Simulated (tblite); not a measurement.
Compound: C6H3ClNO (doublet state).
Atom-mapped SMILES: `[CH2:1][C:2]#[C:3][c:4]1[cH:5][c:6]([Cl:7])[o:8][n:9]1` (hydrogens: H10, H11 on C1; H12 on C5)

Level: GFN2-xTB in tblite, geometry and Hessian alike; calculated harmonic values, unscaled, isolated species. This tight-binding method is rough: wavenumbers can miss measured ones by several per cent, in bad cases by 10 to 20. Open shells enter through the occupations alone, without spin polarisation, and single modes of such species can be off by tens of per cent.

Harmonic wavenumbers (cm⁻¹): 73.7, 75.4, 193.0, 235.4, 243.0, 275.1, 336.8, 385.8, 408.1, 461.7, 572.8, 603.8, 642.5, 732.8, 788.9, 941.8, 953.8, 964.0, 1022.3, 1053.0, 1144.8, 1244.3, 1338.0, 1367.9, 1513.1, 1551.6, 2144.3, 3100.5, 3125.7, 3213.9.

A = 6346, B = 575.5, C = 527.7 MHz; mass 139.990 u (most abundant isotopes); point group Cs, symmetry number 1; spin multiplicity 2.

Problem. What is the zero-point energy?

Solution. Half the sum of the wavenumbers: 15354 cm⁻¹ = 43.90 kcal/mol.

Problem. Entropy at 350 K, 1 bar (ideal gas, RRHO, classical rotation)?

Solution. Translation 41.54, rotation 29.98, vibration 25.99, spin (R ln 2) 1.38: S = 98.9 cal/(mol K).

Problem. And Cp and H(350 K) − H(0)?

Solution. Cp = 35.57 cal/(mol K), of which vibrations give 27.63 (their classical limit is 30 R = 59.6); H(350 K) − H(0) = 7.74 kcal/mol without the zero-point energy, 4.96 from vibrations.

Problem. How do the functions run with temperature in this model?

Solution. 
```json
{"T (K)": "50", "S (cal/(mol K))": "59.1", "Cp (cal/(mol K))": "11.2", "H − H(0) (kcal/mol)": "0.46", "G − H(0) (kcal/mol)": "-2.50", "ln q(vib)": "0.26"}
{"T (K)": "100", "S (cal/(mol K))": "68.3", "Cp (cal/(mol K))": "15.9", "H − H(0) (kcal/mol)": "1.13", "G − H(0) (kcal/mol)": "-5.70", "ln q(vib)": "1.00"}
{"T (K)": "298.15", "S (cal/(mol K))": "93.5", "Cp (cal/(mol K))": "32.2", "H − H(0) (kcal/mol)": "5.99", "G − H(0) (kcal/mol)": "-21.88", "ln q(vib)": "4.89"}
{"T (K)": "373.15", "S (cal/(mol K))": "101.2", "Cp (cal/(mol K))": "37.0", "H − H(0) (kcal/mol)": "8.58", "G − H(0) (kcal/mol)": "-29.19", "ln q(vib)": "6.42"}
{"T (K)": "500", "S (cal/(mol K))": "113.0", "Cp (cal/(mol K))": "43.4", "H − H(0) (kcal/mol)": "13.70", "G − H(0) (kcal/mol)": "-42.79", "ln q(vib)": "8.95"}
{"T (K)": "750", "S (cal/(mol K))": "132.3", "Cp (cal/(mol K))": "51.5", "H − H(0) (kcal/mol)": "25.66", "G − H(0) (kcal/mol)": "-73.54", "ln q(vib)": "13.61"}
{"T (K)": "1000", "S (cal/(mol K))": "147.8", "Cp (cal/(mol K))": "56.2", "H − H(0) (kcal/mol)": "39.16", "G − H(0) (kcal/mol)": "-108.60", "ln q(vib)": "17.77"}
```

q(vib) and H(0) count from the zero-point level.

Problem. Blend soft modes into free rotors: weight 1/[1 + (100 cm⁻¹/ν̃)⁴] for the oscillator and the rest for a rotor with moment μB/(μ + B), μ = h/(8π²ν), B = 10⁻⁴⁴ kg m². What vibrational entropy results?

Solution. 24.41 cal/(mol K) in place of 25.99, which changes −T·S at 350 K by +0.55 kcal/mol.

Problem. What must be added to the electronic energy to get the Gibbs energy at 350 K and 1 bar?

Solution. ZPE + [H(350 K) − H(0)] − T·S = 43.90 + 7.74 − 34.61 = 17.03 kcal/mol.

Problem. Which modes carry the vibrational entropy at 350 K?

Solution. 73.7 cm⁻¹: 4.37; 75.4 cm⁻¹: 4.32; 193.0 cm⁻¹: 2.50; 235.4 cm⁻¹: 2.13; 243.0 cm⁻¹: 2.07; 275.1 cm⁻¹: 1.85 cal/(mol K); the other 24 give 8.76 together.

Hindered rotation and anharmonicity are outside this model.

The run took 0.31 s wall on one thread, Arm Neoverse V2 (aarch64), no GPU, shared host. This covers the Hessian and the dipole derivatives.
